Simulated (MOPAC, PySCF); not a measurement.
Stepwise substitution at one centre (Ge NH2-OCH3). All species are isolated molecules in the gas phase. One relaxed conformer stands for each flexible species; it need not be the lowest. Strings in code marks are SMILES.

Quantity: redistribution energy (mixed species minus the weighted end members), in eV. Semi-empirical values (MOPAC) are differences of heats of formation.

Level 1: M06-2X/6-31G* // r2SCAN-D4/def2-SVP (PySCF)
Level 2: PBE/6-31G* // r2SCAN-D4/def2-SVP (PySCF)
Level 3: HF/3-21G // r2SCAN-D4/def2-SVP (PySCF)
Level 4: PM7 // r2SCAN-D4/def2-SVP (MOPAC)

| species | level 1 | level 2 | level 3 | level 4 |
|---|---|---|---|---|
| 2 of 4 NH2 replaced by OCH3: `C[O][Ge]([NH2])([NH2])[O]C` | -0.116 | -0.099 | -0.121 | -0.057 |
| 3 of 4 NH2 replaced by OCH3: `C[O][Ge]([NH2])([O]C)[O]C` | -0.067 | -0.047 | -0.048 | -0.066 |
| 1 of 4 NH2 replaced by OCH3: `[Ge]([NH2])([NH2])([O]C)[NH2]` | -0.072 | -0.054 | -0.108 | -0.049 |
